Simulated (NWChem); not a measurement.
NbHO$_{2}$F$_{2}$; SMILES [F][Nb]([F])(=[O])[OH]

```xyz
6

Nb     0.0145    -0.0003     0.0243
O     -0.1715     0.0032     1.6998
F      0.9284    -1.5544    -0.4594
F      0.9529     1.5384    -0.4615
O     -1.6955     0.0130    -0.7403
H     -2.5904     0.0281    -0.3846
```
Atoms are numbered in this order, from 1.

Results from NWChem. All runs use the structure optimised with PBE0/def2-SVP. def2 effective core potentials on Nb; no spin-orbit coupling. Level PBE/def2-SVP: energy and gradient on several grids; changes count from the extra-fine grid, which is no exact limit either.

Q: Which is the coarsest grid (coarse; medium; xcoarse; fine; xfine) from which on the energy stays within 100 μHa and each gradient component within 200 μHa/bohr of xfine?

A: medium.
```json
[
 {"grid": "xcoarse", "size of the energy change (μHa)": "1000", "largest change of a gradient component (μHa/bohr)": "5000", "time, medium = 1 (rough)": "about 1"},
 {"grid": "coarse", "size of the energy change (μHa)": "200", "largest change of a gradient component (μHa/bohr)": "300", "time, medium = 1 (rough)": "about 1"},
 {"grid": "medium", "size of the energy change (μHa)": "< 10", "largest change of a gradient component (μHa/bohr)": "< 30", "time, medium = 1 (rough)": "about 1"},
 {"grid": "fine", "size of the energy change (μHa)": "< 10", "largest change of a gradient component (μHa/bohr)": "< 30", "time, medium = 1 (rough)": "about 1"},
 {"grid": "xfine", "size of the energy change (μHa)": "< 10", "largest change of a gradient component (μHa/bohr)": "< 30", "time, medium = 1 (rough)": "2"}
]
```
